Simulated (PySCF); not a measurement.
THF (C4H8O), SMILES O1CCCC1.

Geometry optimised at PBE0-D3(BJ)/def2-SVP. Other conformers were not sampled.

Two levels are set side by side: TDA-PBE/def2-SVPD (PySCF) and TDA-PBE0/def2-SVPD (PySCF). Vertical, same geometry. The lowest singlet is HOMO→LUMO 100 % with PBE and HOMO→LUMO 97 % with the other functional; states are paired by order. Differences are taken from unrounded values.

```json
[
 {"quantity": "lowest singlet excitation (eV)", "TDA-PBE0": "6.62"},
 {"quantity": "lowest triplet excitation (TDA) (eV)", "TDA-PBE0": "6.50"},
 {"quantity": "first bright state (f over 0.05) (eV)", "TDA-PBE0": "9.06"},
 {"quantity": "its oscillator strength", "TDA-PBE0": "0.13"}
]
```

Q: What does TDA-PBE give, and how far is it from TDA-PBE0? (The exact figures need the calculation; the answer reports its results.)

A: 
| quantity | TDA-PBE | TDA-PBE minus TDA-PBE0 |
|---|---|---|
| lowest singlet excitation (eV) | 5.54 | -1.08 |
| lowest triplet excitation (TDA) (eV) | 5.47 | -1.03 |
| first bright state (f over 0.05) (eV) | 7.92 | -1.14 |
| its oscillator strength | 0.11 | -0.02 |

A lower first singlet is the usual sign of a functional without exact exchange. Differences between two approximate levels are no errors against the true value.

Rough cost on one machine, each run with all the roots and properties that it gave: TDA-PBE0 against TDA-PBE about 2 times.
